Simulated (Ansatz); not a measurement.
`O=C=[N][AlH][Cl]` + CH₃NH₂ → `C[NH][AlH][Cl]` + `N=C=O` at 500 K and 1 bar (ligand exchange at the Al–N bond).

Isolated molecules relaxed with PBE0-D4/def2-TZVP in Ansatz; ΔE leaves out vibrations. CCSD(T)/CBS is the MP2 limit (def2-TZVPP, def2-QZVPP) plus CCSD(T) − MP2 in def2-TZVPP, frozen cores. This one scheme is used for every species. Each species was taken in one conformer, which may not be the lowest.

```
           species  CCSD(T)/CBS energy (Eh)  H − E (kJ/mol)  S (J/(mol·K))
`O=C=[N][AlH][Cl]`               -870.43852            95.9          389.1
            CH₃NH₂                -95.75281           191.8          270.3
  `C[NH][AlH][Cl]`               -797.65353           205.8          382.4
           `N=C=O`               -168.51995            77.7          264.2
```

H − E and S are ideal-gas, rigid-rotor, harmonic terms from PBE0-D4/def2-TZVP, for one conformer and one mirror image of each species. 1 Eh = 2625.50 kJ/mol, R = 8.31446 J/(mol·K).

**Question.** By hand: ΔE, ΔH, ΔS and ΔG.

**Answer.** ΔE = (-797.65353) + (-168.51995) − (-870.43852) − (-95.75281) = 0.01785 Eh = 46.9 kJ/mol. Δ(H − E) = 205.8 + 77.7 − 95.9 − 191.8 = -4.2, so ΔH = 42.7 kJ/mol. ΔS = 382.4 + 264.2 − 389.1 − 270.3 = -12.8 J/(mol·K). ΔG = 42.7 − 500 × (-12.8)/1000 = 49.1 kJ/mol.

**Question.** By hand: the equilibrium constant, and the temperature at which ΔG would vanish if ΔH and ΔS stayed fixed.

**Answer.** log₁₀ K = −ΔG/(RT ln 10) = -5.1. ΔH and −TΔS have one sign here, so there is no such temperature.

The number of gas molecules stays the same, so ΔS is small and ΔH decides. A doubt of 5 kJ/mol in ΔE shifts log₁₀ K by 0.5 here. Other conformers and mirror images would add mixing entropy, several J/(mol·K) or more a flexible species. Modes under 60 cm⁻¹, often nearly free rotors, make the harmonic entropy too high. These are equilibria of isolated gas molecules and say nothing of rates. Largest T1 diagnostic: 0.018 (customary marks: 0.02 for closed shells, 0.045 for open ones).

ΔS is within the doubt of such terms, so its sign, and with it that verdict, could turn.
